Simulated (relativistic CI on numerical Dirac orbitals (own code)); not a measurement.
Method of calculation: Dirac-Coulomb-Breit CI, orbitals from a KLI potential per configuration, model QED (radiative potential, 1s self-energy scaled to tabulated hydrogen-like ionisation energies), unscaled Slater integrals (own radial code, finite nucleus).

The strongest absorption lines from the ground level of an ion, among the configurations computed and to levels below about 2540 eV (vacuum wavelength in Å, gf): 4.9550 (0.11), 5.2819 (0.36), 5.4001 (0.46), 6.3295 (0.31), 6.3789 (0.091), 6.6970 (2), 6.8795 (1.6), 7.5077 (0.14).

Problem. Which ion is it?
A. Ge22+
B. Kr26+
C. Sr28+
D. Se24+

Solution. B. Kr26+ has 10 electrons and the ground level 2s2 2p6 1S_0; the strongest line goes to 2s2 2p5 3d 1P°_1. The pattern of lines fixes the number of electrons, and along that sequence the line energies rise steadily with the charge (about as its square where n changes within one kind of shell, about linearly where n is kept but much faster in heavy ions where fine structure, which grows about as Z⁴, sets the gap, and irregularly where shells cross), which fixes Z. Configurations outside the model, such as inner-shell arrays, can give stronger lines. At this charge energies of transitions that change n are usually good to better than 1 %, and those within a shell (Δn = 0) to a few per cent.

LS names give the leading component of a level, which can be under half, so a name can repeat, a term be missing and a line seem to break the LS rules.
